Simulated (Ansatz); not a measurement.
**Ligand exchange: LiBr + GaH2(SH) → LiSH + GaH2Br**

Species: LiBr, singlet; GaH2(SH), singlet; LiSH `[Li][SH]`, singlet; GaH2Br `[GaH2][Br]`, singlet. The partners trade Br for SH: Li–Br and Ga–SH bonds give way to Li–SH and Ga–Br.

Shapes, held fixed at every level: PBE0-D4/def2-TZVP. Programs: Ansatz 0.2.0. The zero-point and thermal change to 298 K, harmonic and unscaled (PBE0-D4/def2-TZVP), is -3.2 kJ/mol.

| level | kind | ΔH(298 K) (kJ/mol) | less CCSD(T)/def2-TZVPP | CPU time (sum over the molecules) |
| --- | --- | --- | --- | --- |
| HF/def2-TZVPP | Hartree–Fock | +59.6 | +2.4 | – |
| PBE-D4/def2-TZVPP | GGA | +57.8 | +0.6 | 6.9 s |
| BHLYP-D4/def2-TZVPP | global hybrid | +60.2 | +3.0 | 8 s |
| wB97X-V/def2-TZVPP | range-separated hybrid | +59.0 | +1.8 | 20 s |
| CCSD(T)/def2-SVP | coupled cluster or CI | +71.1 | +13.9 | 5.9 s |
| CCSD/def2-TZVPP | coupled cluster or CI | +57.0 | -0.2 | – |
| CCSD(T)/def2-TZVPP | coupled cluster or CI | +57.2 | 0.0 | 42 s |

The highest level, CCSD(T)/def2-TZVPP, gives ΔH(298 K) = +57.2 kJ/mol; the levels span +57.0 to +71.1. The column of differences is taken from that level and isn't an error. No measured value is set beside it here. Relativity is left out for Br, Ga. Outer-core shells of Br, Ga, Li are correlated in most correlated rows, in sets that cover them unevenly. Times are processor times on shared x86 and Arm servers, and rough.
